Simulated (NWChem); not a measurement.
ZnI cation; SMILES [Zn+][I]

```xyz
2

Zn     0.0000     0.0000    -1.5204
I      0.0000     0.0000     0.8605
```
Atoms are numbered in this order, from 1.

Level: PBE0-D3(BJ)/def2-TZVP with def2 effective core potentials on I (NWChem), optimised geometry, unscaled harmonic frequencies. def2 effective core potentials on I; no spin-orbit coupling.

| frequency (cm⁻¹) | IR intensity (km/mol) |
|---|---|
| 275 | 7.2 |

The zero-point energy comes out as 0.4 kcal/mol and the thermal correction to the enthalpy at 298.15 K (with zero-point energy) is 2.8 kcal/mol. The heat capacity Cv is 6.7 cal/(mol K). The entropy at 298.15 K and 1 atm (symmetry number 1) comes out as 61.1 cal/(mol K).

Rigid rotor and harmonic oscillator.
